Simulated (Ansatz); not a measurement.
Total energies of `FC(F)(F)c1ccc(-c2ccc(-c3ccc(C(F)(F)F)cc3)cc2)cc1` from Ansatz at PBE0-D4/def2-TZVP, gas phase (1 Eh = 27.2114 eV = 2625.5 kJ/mol). The reference geometry is relaxed at r2SCAN-D4/def2-SVP.

```xyz
38

F    -7.010    2.620    2.270
C    -6.817    2.152    1.022
F    -7.719    1.179    0.808
F    -7.115    3.162    0.181
C    -5.408    1.669    0.828
C    -5.143    0.474    0.150
C    -3.824    0.065   -0.048
C    -2.746    0.840    0.421
C    -1.348    0.405    0.208
C    -0.994   -0.956    0.267
C     0.324   -1.365    0.073
C     1.340   -0.431   -0.203
C     2.739   -0.864   -0.417
C     3.558   -0.221   -1.366
C     4.873   -0.630   -1.572
C     5.401   -1.692   -0.825
C     6.834   -2.090   -1.032
F     7.106   -3.296   -0.507
F     7.681   -1.209   -0.462
F     7.149   -2.135   -2.340
C     4.604   -2.342    0.123
C     3.285   -1.932    0.321
C     0.985    0.930   -0.269
C    -0.330    1.339   -0.061
C    -3.033    2.041    1.101
C    -4.347    2.452    1.305
H    -5.971   -0.132   -0.226
H    -3.625   -0.857   -0.602
H    -1.760   -1.703    0.493
H     0.568   -2.431    0.110
H     3.145    0.589   -1.975
H     5.493   -0.134   -2.326
H     5.018   -3.168    0.707
H     2.677   -2.429    1.082
H     1.757    1.680   -0.462
H    -0.580    2.402   -0.133
H    -2.212    2.643    1.504
H    -4.557    3.376    1.852
```

| state | geometry | energy (Eh) |
| --- | --- | --- |
| charge 0 singlet | reference | -1367.56753 |
| charge 1 doublet | reference | -1367.26987 |
| charge -1 doublet | reference | -1367.59828 |
| free F atom (doublet) | – | -99.67617 |
| free C atom (triplet) | – | -37.80537 |
| free H atom (doublet) | – | -0.50104 |

Single mean-field runs in def2-TZVP are fitted with def2-universal-jkfit.

**Question.** Work out the vertical ionisation energy to the doublet.

**Answer.** E(charge 1 doublet) − E(charge 0 singlet) = -1367.26987 − (-1367.56753) = 0.29766 Eh = 8.10 eV. For comparison, −ε of the highest occupied level is 6.83 eV at this level, 1.27 eV less.

**Question.** Work out the vertical electron affinity, to the doublet.

**Answer.** E(charge 0 singlet) − E(charge -1 doublet) = -1367.56753 − (-1367.59828) = 0.03075 Eh = 0.84 eV. The basis lacks diffuse functions, which makes affinities too small.

**Question.** Give the fundamental gap IE − EA, the Mulliken electronegativity (IE + EA)/2 and the hardness (IE − EA)/2.

**Answer.** From the values in Eh: IE − EA = 0.29766 − 0.03075 = 0.26691 Eh = 7.26 eV; (IE + EA)/2 = 4.47 eV; (IE − EA)/2 = 3.63 eV. The HOMO–LUMO gap of the same run is 4.84 eV, 2.42 eV smaller than the fundamental gap.

**Question.** What is the binding energy per atom against free atoms?

**Answer.** Atoms: 6 × (-99.67617) + 20 × (-37.80537) + 12 × (-0.50104) = -1360.17690 Eh. Binding: -1360.17690 − (-1367.56753) = 7.39063 Eh = 201.11 eV, or 5.29 eV for each of 38 atoms (no zero-point energy, no counterpoise term).

At PBE0-D4/def2-TZVP the highest occupied level of the charge -1 doublet lies above zero (up to 0.39 eV). By energy differences its removal costs 0.84 eV (vertical, to the charge 0 singlet, at PBE0-D4/def2-TZVP); self-interaction error and the lack of diffuse functions both raise the level.
